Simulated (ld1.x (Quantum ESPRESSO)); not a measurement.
# Building the TM potential for scandium (LDA (PZ), scalar-relativistic).

ld1.x (Quantum ESPRESSO) 7.5 was run on this input:

```
&input
   title='Sc', zed=21., rel=1, dft='PZ', iswitch=3,
   config='[Ar] 3d1 4s1.5 4p0',
   nld=3, rlderiv=1.85, eminld=-6.0, emaxld=5.0, deld=0.02
 /
 &inputp
   pseudotype=2, tm=.true., lloc=0,
   nlcc=.true., new_core_ps=.true., rcore=0.70,
   file_pseudopw='Sc.UPF', file_wfcaegen='ae.wfc', file_wfcncgen='nc.wfc', file_beta='beta', file_chi='chi'
 /
3
3P  2  1   6.00   0.00  1.65  1.65  0.0
3D  3  2   1.00   0.00  1.70  1.70  0.0
3S  1  0   2.00   0.00  1.55  1.55  0.0
 &test
   configts(1)='3s2 3p6 3d1 4s1.5 4p0'
 /
```

Command:

```bash
ld1.x < Sc.in > Sc.out
```

Resulting log (shortened: banner, matrices, multipoles, cross overlaps and the repeated all-electron block are left out):

```
Program LD1 v.7.5
     --------------------------- All-electron run ----------------------------

     Sc
     scalar relativistic calculation

     atomic number is 21.00
     dft =PZ   lsd =0 sic =0 latt =0  beta=0.20 tr2=1.0E-14
     Exchange-correlation= PZ
                           (   1   1   0   0   0   0   0)
     mesh =1173 r(mesh) = 100.03074 a.u. xmin = -7.00 dx = 0.01250
     1 Ry =  13.60569312 eV, c = 137.03599908

     n l     nl                  e(Ry)          e(Ha)          e(eV)
     1 0     1S 1( 2.00)      -322.5540      -161.2770     -4388.5706
     2 0     2S 1( 2.00)       -35.0083       -17.5042      -476.3123
     2 1     2P 1( 6.00)       -28.7666       -14.3833      -391.3890
     3 0     3S 1( 2.00)        -4.2675        -2.1337       -58.0616
     3 1     3P 1( 6.00)        -2.7131        -1.3566       -36.9142
     3 2     3D 1( 1.00)        -0.4896        -0.2448        -6.6615
     4 0     4S 1( 1.50)        -0.5172        -0.2586        -7.0369
     4 1     4P 1( 0.00)        -0.2863        -0.1431        -3.8949

     final scf error:  4.5E-15 reached in  42 iterations

     Etot =   -1524.426614 Ry,    -762.213307 Ha,  -20740.880703 eV

     Ekin =    1535.109184 Ry,     767.554592 Ha,   20886.224463 eV
     Encl =   -3620.050160 Ry,   -1810.025080 Ha,  -49253.291571 eV
     Eh   =     634.539258 Ry,     317.269629 Ha,    8633.346412 eV
     Exc  =     -74.024895 Ry,     -37.012448 Ha,   -1007.160007 eV

     normalization and overlap integrals

     s(1S/1S) =  1.000000  <r> =   0.0732  <r2> =    0.0072  r(max) =   0.0476
     s(2S/2S) =  1.000000  <r> =   0.3446  <r2> =    0.1405  r(max) =   0.2845
     s(2P/2P) =  1.000000  <r> =   0.3082  <r2> =    0.1174  r(max) =   0.2329
     s(3S/3S) =  1.000000  <r> =   1.0770  <r2> =    1.3402  r(max) =   0.9213
     s(3P/3P) =  1.000000  <r> =   1.1702  <r2> =    1.6171  r(max) =   0.9685
     s(3D/3D) =  1.000000  <r> =   1.7719  <r2> =    4.1956  r(max) =   1.0974
     s(4S/4S) =  1.000000  <r> =   3.4933  <r2> =   13.9305  r(max) =   2.9831
     s(4P/4P) =  1.000000  <r> =   4.4258  <r2> =   22.4910  r(max) =   3.7359

     ------------------------ End of All-electron run ------------------------

     --------------------- Generating NC pseudopotential ---------------------

      Generating local pot.: lloc=0, matching radius rcloc =   1.5500

      Computing core charge for nlcc:

       r > 0.71 : true rho core
      Core charge pseudized with two Bessel functions
      Integrated core pseudo-charge :   4.80

      Wfc   3P  rcut= 1.658  Using Troullier-Martins method

      Wfc   3D  rcut= 1.700  Using Troullier-Martins method

     ------------------- End of pseudopotential generation -------------------

     Computing logarithmic derivative in   1.84365
     Computing logarithmic derivative in   1.84365
     Computing the partial wave expansion
       no projector for channel:   0
     R is outside the sphere for l=    1 j= 0.00
     R is outside the sphere for l=    2 j= 0.00

     ---------------------- Testing the pseudopotential ----------------------

     Sc
     scalar relativistic calculation

     atomic number is 21.00   valence charge is 11.00
     dft =PZ   lsd =0 sic =0 latt =0  beta=0.20 tr2=1.0E-14
     mesh =1173 r(mesh) = 100.03074 xmin = -7.00 dx = 0.01250

     n l     nl             e AE (Ry)        e PS (Ry)    De AE-PS (Ry)
     1 0     3S   1( 2.00)       -4.26745       -4.26745        0.00000
     2 1     3P   1( 6.00)       -2.71314       -2.71315        0.00001
     3 2     3D   1( 1.00)       -0.48961       -0.48961       -0.00000
     2 0     4S   1( 1.50)       -0.51720       -0.54275        0.02555  !
     3 1     4P   1( 0.00)       -0.28627       -0.29094        0.00467

     eps = 7.4E-15  iter = 20

     Etot =   -1524.426614 Ry,    -762.213307 Ha,  -20740.880703 eV
     Etotps =  -102.569347 Ry,     -51.284674 Ha,   -1395.527061 eV

     Ekin =      34.953004 Ry,      17.476502 Ha,     475.559843 eV
     Encl =    -178.170074 Ry,     -89.085037 Ha,   -2424.127345 eV
     Ehrt =      70.919075 Ry,      35.459537 Ha,     964.903166 eV
     Ecxc =     -21.805956 Ry,     -10.902978 Ha,    -296.685145 eV
     (Ecc =      -8.507710 Ry,      -4.253855 Ha,    -115.753288 eV)
     Epseu=      -8.465396 Ry,      -4.232698 Ha,    -115.177580 eV

     ---------------------- End of pseudopotential test ----------------------
```

The potential misses its own reference levels by up to 0.3 eV. ld1.x takes every shell without a wave as core, so the model core holds the 4s electrons as well and exchange and correlation see them twice. This cancels in the reference configuration, but the file is broken for other ones, and its errors say nothing about a proper core correction.

Generation and configuration tests took about 1.7 s on one core of a shared server CPU.
